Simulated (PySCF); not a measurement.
bromotrifluoromethane (CBrF₃), singlet, geometry from GFN2-xTB; HF/pcseg-1 run with PySCF.

The PySCF input:
```python
from pyscf import gto, scf

mol = gto.Mole()
mol.atom = '''
    F    -1.255211   -0.590163   -1.107334
    C    -0.817884    0.019610   -0.022939
    F    -1.315279   -0.587090    1.037016
    F    -1.240675    1.268630   -0.036572
    Br    1.120223   -0.026859    0.031418
'''
mol.basis = 'pcseg-1'
mol.charge = 0
mol.spin = 0
mol.verbose = 4
mol.build()

mf = scf.RHF(mol)
mf.kernel()
```

What the program printed (banner, timings and long lists left out):

```
PySCF version 2.14.0

[INPUT] verbose = 4
[INPUT] num. atoms = 5
[INPUT] num. electrons = 68
[INPUT] charge = 0
[INPUT] spin (= nelec alpha-beta = 2S) = 0
[INPUT] symmetry False subgroup None
[INPUT] Mole.unit = angstrom
[INPUT] Symbol           X                Y                Z      unit          X                Y                Z       unit  Magmom
[INPUT]  1 F     -1.255211000000  -0.590163000000  -1.107334000000 AA   -2.372005018541  -1.115246438852  -2.092557988419 Bohr   0.0
[INPUT]  2 C     -0.817884000000   0.019610000000  -0.022939000000 AA   -1.545576761664   0.037057529303  -0.043348427571 Bohr   0.0
[INPUT]  3 F     -1.315279000000  -0.587090000000   1.037016000000 AA   -2.485517087392  -1.109439310471   1.959676226792 Bohr   0.0
[INPUT]  4 F     -1.240675000000   1.268630000000  -0.036572000000 AA   -2.344535959595   2.397363253407  -0.069111063828 Bohr   0.0
[INPUT]  5 Br     1.120223000000  -0.026859000000   0.031418000000 AA    2.116914668439  -0.050756153980   0.059371415382 Bohr   0.0

nuclear repulsion = 367.886281075162
number of shells = 15
number of NR pGTOs = 182
number of NR cGTOs = 83
basis = pcseg-1
ecp = {}

******** <class 'pyscf.scf.hf.RHF'> ********
method = RHF
initial guess = minao
damping factor = 0
level_shift factor = 0
DIIS = <class 'pyscf.scf.diis.CDIIS'>
diis_start_cycle = 1
diis_space = 8
diis_damp = 0
SCF conv_tol = 1e-09
SCF conv_tol_grad = None
SCF max_cycles = 50
direct_scf = True
direct_scf_tol = 1e-13
Set gradient conv threshold to 3.16228e-05
Initial guess from minao.
init E= -2907.80473038417
  HOMO = -0.395276839074649  LUMO = 0.0977424459191987  gap/eV = 13.41574
cycle= 1 E= -2907.943302209  delta_E= -0.139  |g|= 0.98  |ddm|= 2.21
  HOMO = -0.469490466621387  LUMO = -0.00511614629759105  gap/eV = 12.63627
cycle= 2 E= -2908.07289696817  delta_E= -0.13  |g|= 0.663  |ddm|= 1.08
  HOMO = -0.463319452751088  LUMO = 0.106593300451894  gap/eV = 15.50812
cycle= 3 E= -2908.15383923867  delta_E= -0.0809  |g|= 0.053  |ddm|= 0.43
  HOMO = -0.460655971776999  LUMO = 0.120968249239755  gap/eV = 15.82680
cycle= 4 E= -2908.15491933645  delta_E= -0.00108  |g|= 0.018  |ddm|= 0.0689
  HOMO = -0.461301801480288  LUMO = 0.120449842789212  gap/eV = 15.83027
cycle= 5 E= -2908.15504440231  delta_E= -0.000125  |g|= 0.00469  |ddm|= 0.0256
  HOMO = -0.462163394744801  LUMO = 0.120082226187389  gap/eV = 15.84371
cycle= 6 E= -2908.15505399796  delta_E= -9.6e-06  |g|= 0.00104  |ddm|= 0.00764
  HOMO = -0.462015661493156  LUMO = 0.120208157741108  gap/eV = 15.84312
cycle= 7 E= -2908.1550546975  delta_E= -7e-07  |g|= 0.000246  |ddm|= 0.00255
  HOMO = -0.462070986654392  LUMO = 0.120218229387151  gap/eV = 15.84490
cycle= 8 E= -2908.15505473835  delta_E= -4.09e-08  |g|= 6.96e-05  |ddm|= 0.000657
  HOMO = -0.462073214010355  LUMO = 0.120216749656039  gap/eV = 15.84492
cycle= 9 E= -2908.15505474195  delta_E= -3.6e-09  |g|= 1.92e-05  |ddm|= 0.000175
  HOMO = -0.46207858884369  LUMO = 0.120211217425815  gap/eV = 15.84491
cycle= 10 E= -2908.1550547422  delta_E= -2.53e-10  |g|= 3.86e-06  |ddm|= 4.72e-05
  HOMO = -0.462078502164883  LUMO = 0.120211546220651  gap/eV = 15.84492
Extra cycle  E= -2908.15505474221  delta_E= -2.73e-12  |g|= 1.5e-06  |ddm|= 4.91e-06
converged SCF energy = -2908.15505474221
```
